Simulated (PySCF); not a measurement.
# Basis-set dependence of excited states

C3H8FNSi.
Atom-mapped SMILES: `[F:1][Si@H:2]1[CH2:3][CH2:4][CH2:5][NH:6]1` (hydrogens: H7 on Si2; H8, H9 on C3; H10, H11 on C4; H12, H13 on C5; H14 on N6)

TDDFT with PBE0 (PySCF), vertical singlets, core orbitals frozen in the response, spherical d and f functions. Geometry: PBE0-D3(BJ)/def2-SVP, one conformer, isolated molecule.

```csv
basis,functions,diffuse,S1 (eV),S2 (eV),S3 (eV),S4 (eV),S5 (eV),LUMO (eV),α (au)
6-31G*,104,no,7.12,7.51,8.06,8.57,8.83,1.85,55.3
def2-SVP,128,no,7.04,7.39,8.06,8.20,8.45,1.60,56.9
6-31+G*,128,yes,5.93,6.40,6.79,6.97,7.13,0.17,62.0
def2-SVPD,191,yes,6.35,6.79,7.32,7.46,7.59,0.60,65.9
aug-cc-pVDZ,214,yes,5.72,6.23,6.47,6.66,6.80,-0.15,67.4
def2-TZVP,240,no,6.55,6.90,7.52,7.71,7.93,0.97,63.6
```

How much do these states and the polarisability depend on the basis?

States are compared by their number. Against the largest diffuse basis here (aug-cc-pVDZ, itself not a converged limit), sets without diffuse functions differ by up to 1.40 eV in S1 and 2.03 eV in S5; the smaller diffuse sets differ by up to 0.63 and 0.79 eV. State by state, the largest deviation of a set without diffuse functions is S1 1.40, S2 1.28, S3 1.59, S4 1.91, S5 2.03 eV. The same number needn't mean the same state in each row. Against aug-cc-pVDZ the polarisability deviates by -18% in 6-31G*, -16% in def2-SVP, -8% in 6-31+G*, -2% in def2-SVPD, -6% in def2-TZVP. A single + in a Pople set puts diffuse functions on heavy atoms only.

Without π bonds the low states are Rydberg-like; a valence basis with one diffuse set may place them up to an eV too high.
